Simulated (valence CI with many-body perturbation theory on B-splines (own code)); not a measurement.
The numbers below are computed, except where a source is named.
**Sensitivity of CI+MBPT for Ag XXVII**

Method: configuration interaction combined with many-body perturbation theory (CI+MBPT): three valence electrons over a frozen Dirac-Fock core [Ar], radial functions for each j: 6 s, 6 p, 5 d, 5 f, 1 g, with the one-electron correlation potential Σ1 (screened to all orders), the two-electron term Σ2, the three-electron term Σ3, Breit, model QED; selected single and double excitations, second order for the rest, scaled by the run's own slope (own B-spline code, finite nucleus).

No measured spectrum was set against this ion. As an estimate, large intervals hold to a few tenths of a per cent, small ones and those within an open d or f shell to about a per cent. Only levels of the ground parity were solved; by the run's estimate the other parity begins above the list, which can be wrong where configurations are misplaced.

The reference run has the lowest level 3d³ ⁴F_3/2 and an ionisation energy of 1382.63 eV. Its largest variational space holds 2236 state functions.

Names give the largest LS component (configuration and term), which can be under half, so a name can repeat, a term be missing and a line seem to break the LS rules; names also repeat where a configuration has a term twice. Letters in brackets count levels of one name in rising energy.

Changed runs:
A. shift of the energy in Σ1 (hartree) 0 → 4.672
B. scale of Σ1 1 → 0; scale of Σ2 1 → 0; three-electron term on → off
C. cutoff of virtual states (hartree) 4418 → 2820
D. size limit of the variational space 10000 → 100; second order for the rest on → off (bad on purpose)

Excitation energies of the reference run in cm⁻¹, and shifts in cm⁻¹:

```tsv
Level	Reference	A	B	C	D
3d³ ⁴F_5/2	36229	+269	-1508	-0.9	-253
3d³ ⁴F_7/2	62814	+378	-1644	-1.3	-185
3d³ ⁴F_9/2	78619	+361	-1096	-1.2	-66
3d³ ⁴P_3/2	79809	+186	+2452	-0.6	+779
3d³ ⁴P_1/2	92827	+252	+2766	-0.9	-106
3d³ ²G_7/2	124793	+484	-257	-1.6	+616
3d³ ²H_9/2	130652	+531	-1718	-1.8	+88
3d³ ⁴P_5/2	135377	+474	+2369	-1.6	+833
3d³ ²D_3/2 [a]	152733	+556	+2120	-1.9	+1029
3d³ ²P_1/2	162504	+575	+1089	-2.0	+298
3d³ ²H_11/2	173641	+588	-1642	-2.0	-214
3d³ ²D_5/2 [a]	186618	+632	+3520	-2.2	+1532
Ionisation energy (eV)	1382.63	+0.48	-7.69	-0.00091	-0.22
```
